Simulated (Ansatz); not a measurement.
`[SiH3][C@H]1[O][Ge@@H]1[Cl]` + H₂ → `[SiH3][CH]1[O][GeH2]1` + HCl  (hydrogenolysis of a Ge–Cl bond)

Program: Ansatz. Geometries: PBE0-D4/def2-TZVP. ΔE: electronic, gas phase. CCSD(T)/CBS adds triple-zeta CCSD(T) − MP2 to the extrapolated MP2 energy (def2 sets, frozen cores). This one scheme is used for every species. DFT in def2-TZVPP. For Ge outer-core shells are correlated without core-valence functions, which leaves a few kJ/mol of doubt a bond. Scalar relativity is left out up to krypton.

`[SiH3][C@H]1[O][Ge@@H]1[Cl]`:

Z-matrix (Å, degrees):
```
Si
C 1 1.872
H 1 1.487 2 108.8
H 1 1.486 2 110.7 3 119.9
H 1 1.487 2 108.9 3 -119.5
O 2 1.465 1 115.7 3 -54.5
Ge 2 1.895 1 122.2 3 19.1
H 2 1.093 1 117.2 3 168.2
Cl 7 2.129 2 119.6 1 160.4
H 7 1.520 2 129.0 1 -15.4
```

H₂:

Z-matrix (Å, degrees):
```
H
H 1 0.746
```

`[SiH3][CH]1[O][GeH2]1`:

Z-matrix (Å, degrees):
```
Si
C 1 1.870
H 1 1.488 2 111.2
H 1 1.487 2 109.1 3 120.1
H 1 1.488 2 109.0 3 -120.3
O 2 1.446 1 115.9 3 -67.4
Ge 2 1.906 1 121.0 3 -141.6
H 2 1.094 1 116.8 3 70.1
H 7 1.525 2 121.3 1 13.7
H 7 1.526 2 120.9 1 -162.2
```

HCl:

```xyz
2

Cl    0.401    0.324   -0.379
H    -0.401   -0.324    0.379
```

```csv
level,ΔE (kJ/mol)
B2PLYP,48.5
HF/CBS(def2),41.8
```

What does CCSD(T)/CBS give? (Best estimate.)

The calculation gave: +48.2 kJ/mol. The listed levels differ from it by 0.3, -6.4 kJ/mol.

Largest T1 diagnostic among the species: 0.014.

The D4 term adds +6.6 kJ/mol with B3LYP and +3.7 kJ/mol with PBE0; it sums over pairs of atoms, weighted by their polarisabilities, and B3LYP, whose exchange is more repulsive, gets the larger term. In def2-TZVPP, CCSD(T) changes the Hartree–Fock value by +4.7 kJ/mol (the triples alone add +3.9 kJ/mol) and MP2 by +12.6 kJ/mol.

B3LYP here is the variant with VWN-RPA as its local correlation; programs differ in this.
